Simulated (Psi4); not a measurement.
Interaction energy of HCl ··· HCl (SMILES Cl and Cl). Monomers: optimised at B3LYP-D3(BJ) (def2-TZVP), held rigid. Orientation: a random orientation, not optimised. The monomers approach along the line of their centres of mass (distance R); nothing else relaxes.

Geometry at R = 3.81 Å (first 2 atoms: monomer A):
```
4

Cl     0.6410     0.0000     0.0000
H     -0.6410     0.0000     0.0000
Cl     2.2638    -2.7727    -2.0441
H      2.5682    -2.6471    -0.8051
```

Methods: MP2/aug-cc-pVTZ = DF-MP2/aug-cc-pVTZ, frozen core, counterpoise-corrected (Psi4); CCSD(T)/aug-cc-pVDZ = DF-CCSD(T)/aug-cc-pVDZ, frozen core, counterpoise-corrected (Psi4).

Interaction energies in kJ/mol:

```tsv
R / Å	MP2/aug-cc-pVTZ
3.19	8.97
3.40	2.37
3.62	-0.57
3.81	-1.52
4.02	-1.78
4.19	-1.72
4.51	-1.40
4.81	-1.08
5.35	-0.67
5.98	-0.41
7.00	-0.22
8.28	-0.12
```

Task: Estimate the CCSD(T)/aug-cc-pVDZ values at these points.

Result: 3.19: 13.32; 3.40: 5.09; 3.62: 1.16; 3.81: -0.32; 4.02: -0.96; 4.19: -1.11; 4.51: -1.04; 4.81: -0.86; 5.35: -0.58; 5.98: -0.37; 7.00: -0.21; 8.28: -0.12 (kJ/mol).
